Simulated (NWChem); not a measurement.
System: AlH2OBr; SMILES [OH][AlH][Br]

```xyz
5

Al    -0.5518     1.1110     0.0000
H     -2.0652     1.5207     0.0000
Br     0.0800    -1.0559     0.0000
O      0.6093     2.3423     0.0000
H      1.5636     2.2535     0.0000
```
Atoms are numbered in this order, from 1.

Structure relaxed at the PBE0/def2-SVP level.

Symmetry labels are those of Cs in the frame above (b1 and b2, or b-type labels, depend on it).

**Question.** List the 4 lowest vertical singlet excitations from B3LYP/def2-SVPD, TDA (NWChem).

**Answer.** 
```
state  energy (eV)  oscillator strength  symmetry  leading excitation (squared amplitude)
-----  -----------  -------------------  --------  --------------------------------------
S1            6.08                0.001        a"                      HOMO → LUMO (0.99)
S2            6.47                0.036        a'                    HOMO → LUMO+1 (0.73)
S3            6.63                0.025        a"                  HOMO−1 → LUMO+1 (0.96)
S4            6.67                0.048        a'                    HOMO−1 → LUMO (0.67)
```
